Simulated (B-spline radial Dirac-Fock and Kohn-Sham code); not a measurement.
# Kohn-Sham estimates against Dirac-Fock for the levels of S

System: atomic sulfur, 1s2 2s2 2p6 3s1 3p5 (an excited configuration).

The density-functional columns are spherical, spin-unpolarised Dirac-Kohn-Sham results without Breit or QED terms: −ε is minus the orbital energy of the initial state and ΔSCF the difference of two total energies. The reference in the last column comes from Dirac-Fock (average of configuration) total-energy differences with a finite nucleus, the Breit interaction including its frequency dependence, and self-energy and vacuum-polarisation corrections. All numbers are from a radial B-spline solver, in eV; a selection of levels is shown.

```
level  LDA −ε  LDA ΔSCF  Dirac-Fock
2p1/2   158.7     175.8       174.9
   3s   17.96     23.31       25.47
   3p    7.65     12.42       10.50
```

Values without a named source are computed, but for edge energies of neutral atoms, which are taken from tables.
